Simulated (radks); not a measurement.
Isoelectronic series with 18 electrons, all held in the configuration [Ar], which need not be the ground one along the series. Calculated with a radial shooting solver on a logarithmic mesh with Libxc functionals: scalar-relativistic Kohn-Sham, PBEsol, spin-unpolarised, spherical densities, point nucleus. Total energies (hartree) and mean radii <r> (bohr):

\begin{tabular}{lrrr}
ion & E (hartree) & 3p & 3s \\ \hline
Ar & -528.48401 & 1.664 & 1.408 \\
K+ & -601.12967 & 1.426 & 1.268 \\
Ca2+ & -678.80732 & 1.258 & 1.152 \\
Sc3+ & -761.51485 & 1.129 & 1.056 \\
Ti4+ & -849.25609 & 1.027 & 0.9754 \\
V5+ & -942.03838 & 0.9425 & 0.9061 \\
Cr6+ & -1039.87149 & 0.8719 & 0.8462 \\
Mn7+ & -1142.76702 & 0.8116 & 0.7939 \\
Fe8+ & -1250.73811 & 0.7594 & 0.7477 \\
Co9+ & -1363.79914 & 0.7137 & 0.7066 \\
Ni10+ & -1481.96569 & 0.6734 & 0.6698 \\
Cu11+ & -1605.25440 & 0.6375 & 0.6367 \\
Zn12+ & -1733.68294 & 0.6053 & 0.6067 \\
Ga13+ & -1867.26997 & 0.5762 & 0.5794 \\
Ge14+ & -2006.03511 & 0.5499 & 0.5544 \\
As15+ & -2149.99893 & 0.5259 & 0.5315 \\
\end{tabular}
